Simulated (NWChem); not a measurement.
CH4BF; SMILES CBF

Results from NWChem. Pople sets run with spherical d functions. Geometry: optimised at PBE0/def2-SVP. Total energies compare along this basis series because the functional is fixed.

```tsv
level	basis functions	energy (Ha)	highest occupied level (eV)	orbital gap (eV)	dipole (D)
B3LYP/STO-3G	19	-163.0276	-5.74	8.43	0.36
B3LYP/3-21G	35	-164.3743	-8.43	8.17	1.14
B3LYP/6-31G*	50	-165.2601	-8.42	8.23	1.10
B3LYP/6-31+G*	62	-165.2720	-8.75	8.02	1.36
B3LYP/6-311G**	78	-165.3147	-8.70	8.10	1.20
B3LYP/6-311++G**	94	-165.3187	-8.80	___	1.37
```

Problem. Fill in the missing entries.

Solution. 
- B3LYP/6-311++G**, orbital gap (eV): 7.97
